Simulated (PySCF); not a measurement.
This script is equivalent to a calculation on Rb⁺ (rubidium, charge +1).

```python
from pyscf import gto, scf, dft, mp, cc
import basis_set_exchange as bse
mol = gto.M(atom="Rb 0 0 0", charge=1, spin=0, symmetry="D2h",
            basis=gto.basis.parse(bse.get_basis("Sapporo-DKH3-DZP-2012", elements=["Rb"], fmt="nwchem", header=False)),
            nucmod="G")
mf = dft.UKS(mol, xc="TPSS").sfx2c1e()
mf.irrep_nelec = {'Ag': (6, 6), 'B1g': (1, 1), 'B2g': (1, 1), 'B3g': (1, 1), 'B1u': (3, 3), 'B2u': (3, 3), 'B3u': (3, 3)}
mf.kernel()
```

(1) What total energy does it give?

(2) Which occupied shell lies highest, and where?

Results:

(1) -2980.59 hartree (calculated).

(2) 4p, at -21.829 eV.
